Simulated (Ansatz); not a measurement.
Born–Oppenheimer molecular dynamics of H4O2SeSn (8 atoms, charge 0, multiplicity 1). It starts at the highest image of a converged band. Of that band: Neighbouring images differ by up to 1.8 eV, so the band resolves the path poorly. A vibrational analysis at the climbing image gives one clearly imaginary mode, 1251i cm⁻¹: a first-order saddle point.

Method: Ansatz, RKS PBE0-D4/def2-SVP.

```yaml
ensemble: NVE (velocity Verlet)
time_step: 0.5 fs
steps_asked: 200
starting_velocities_drawn_for: 100 K
seed: 7032
```

First frame:

```xyz
8
Properties=species:S:1:pos:R:3
O -0.784 1.683 -1.151
Sn -0.296 0.443 0.314
O 1.830 0.387 0.229
Se -1.285 -1.818 -0.376
H -1.375 1.291 -1.804
H 0.958 0.710 1.525
H 2.272 -0.475 0.188
H -1.229 -2.279 1.020
```

How far do the bonds stretch over the last three quarters of this one trajectory? (Pairs bonded in most of those frames.)


```tsv
bond	mean (Å)	spread (Å)	shortest	longest
O1–Sn2	2.006	0.022	1.98	2.04
O1–H5	0.965	0.001	0.96	0.97
Sn2–Se4	2.670	0.089	2.54	2.79
O3–H6	1.046	0.142	0.81	1.25
O3–H7	0.972	0.024	0.93	1.02
Se4–H8	1.474	0.017	1.45	1.50
```

Mean temperature of the second half: 2054 K. The conserved energy stayed within 3.5 meV per atom of its start (net change -2.8 meV per atom), so there is no drift, though single steps change it by up to 31 meV in the whole system, a sign of fast motions only just resolved. The kinetic energy rose, since the run started high on the potential surface and went downhill. It ends in pieces (H2O + H2OSeSn), so much of that is their flight and rotation, not heat. A run of 0.1 ps of so small a system gives no equilibrium averages. The orbitals stay closed-shell, which can raise the energy where a bond breaks towards radicals; this wasn't checked here.

Run time: 7.4 min on 2 threads of AMD EPYC 9R14 (Zen 4), with other jobs on the host, peak memory 0.29 GiB.
